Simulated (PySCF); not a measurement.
Isomers of C6H13FSi2, mass 160.054 u with the commonest isotopes. Theory: PBE0/pcSseg-1 in PySCF (dipole) on a GFN2-xTB geometry, gas phase. One conformer each, none proved a minimum here; rigid rotors.

Question: Order these by rotational constant B, smallest first.
A. `[CH:1]#[C:2][C@H:3]([CH3:4])[CH2:5][SiH2:6][SiH2:7][CH2:8][F:9]` with C2–C3–C5–Si6 -179°, C3–C5–Si6–Si7 43°, C5–Si6–Si7–C8 65°, Si6–Si7–C8–F9 -52°
B. `[CH3:1][C:2]#[C:3][C@@:4]([CH3:5])([SiH3:6])[C@@H:7]([F:8])[SiH3:9]` with C3–C4–C7–F8 -85°
C. `[CH2:1]=[CH:2][CH2:3][CH2:4][Si:5]1([F:6])[CH2:7][SiH2:8][CH2:9]1` with C1–C2–C3–C4 -120°, C2–C3–C4–Si5 -177°, C3–C4–Si5–F6 59°
D. `[CH2:1]=[CH:2][CH2:3][Si@@H:4]1[CH2:5][SiH2:6][C@@H:7]([F:8])[CH2:9]1` with C1–C2–C3–Si4 -101°, C2–C3–Si4–C5 52°, C3–Si4–C5–Si6 -121°, Si4–C5–Si6–C7 -18°, C5–Si6–C7–F8 -79°, Si6–C7–C9–Si4 -43°

Answer: C (506.6 MHz), A (646.7 MHz), D (752.4 MHz), B (994.9 MHz).

Question: Order these by rotational constant C, smallest first.
A. `[CH2:1]=[CH:2][CH2:3][Si@@H:4]1[CH2:5][SiH2:6][C@@H:7]([F:8])[CH2:9]1` with C1–C2–C3–Si4 -101°, C2–C3–Si4–C5 52°, C3–Si4–C5–Si6 -121°, Si4–C5–Si6–C7 -18°, C5–Si6–C7–F8 -79°, Si6–C7–C9–Si4 -43°
B. `[CH:1]#[C:2][C@H:3]([CH3:4])[CH2:5][SiH2:6][SiH2:7][CH2:8][F:9]` with C2–C3–C5–Si6 -179°, C3–C5–Si6–Si7 43°, C5–Si6–Si7–C8 65°, Si6–Si7–C8–F9 -52°
C. `[CH3:1][C:2]#[C:3][C@@:4]([CH3:5])([SiH3:6])[C@@H:7]([F:8])[SiH3:9]` with C3–C4–C7–F8 -85°
D. `[CH2:1]=[CH:2][CH2:3][CH2:4][Si:5]1([F:6])[CH2:7][SiH2:8][CH2:9]1` with C1–C2–C3–C4 -120°, C2–C3–C4–Si5 -177°, C3–C4–Si5–F6 59°

Answer: D (477.1 MHz), B (546.8 MHz), A (652.9 MHz), C (684.4 MHz).

Question: Order these by rotational constant A, largest first.
A. `[CH:1]#[C:2][C@H:3]([CH3:4])[CH2:5][SiH2:6][SiH2:7][CH2:8][F:9]` with C2–C3–C5–Si6 -179°, C3–C5–Si6–Si7 43°, C5–Si6–Si7–C8 65°, Si6–Si7–C8–F9 -52°
B. `[CH2:1]=[CH:2][CH2:3][CH2:4][Si:5]1([F:6])[CH2:7][SiH2:8][CH2:9]1` with C1–C2–C3–C4 -120°, C2–C3–C4–Si5 -177°, C3–C4–Si5–F6 59°
C. `[CH3:1][C:2]#[C:3][C@@:4]([CH3:5])([SiH3:6])[C@@H:7]([F:8])[SiH3:9]` with C3–C4–C7–F8 -85°
D. `[CH2:1]=[CH:2][CH2:3][Si@@H:4]1[CH2:5][SiH2:6][C@@H:7]([F:8])[CH2:9]1` with C1–C2–C3–Si4 -101°, C2–C3–Si4–C5 52°, C3–Si4–C5–Si6 -121°, Si4–C5–Si6–C7 -18°, C5–Si6–C7–F8 -79°, Si6–C7–C9–Si4 -43°

Answer: B (2505 MHz), D (1932 MHz), A (1539 MHz), C (1074 MHz).

```
                             SMILES  point group  Ia (u·Å²)  Ib (u·Å²)  Ic (u·Å²)      κ  μa (D)  μb (D)  μc (D)
CC#C[C@@](C)([SiH3])[C@@H](F)[SiH3]           C1     470.56     507.98     738.45   0.59    1.16    0.25    1.46
             C=CCC[Si]1(F)C[SiH2]C1           C1     201.76     997.51    1059.27  -0.97    0.27    1.34    0.90
         C#C[C@H](C)C[SiH2][SiH2]CF           C1     328.29     781.46     924.23  -0.80    1.26    0.90    0.26
     C=CC[Si@@H]1C[SiH2][C@@H](F)C1           C1     261.63     671.65     774.07  -0.84    1.44    0.42    0.78
```
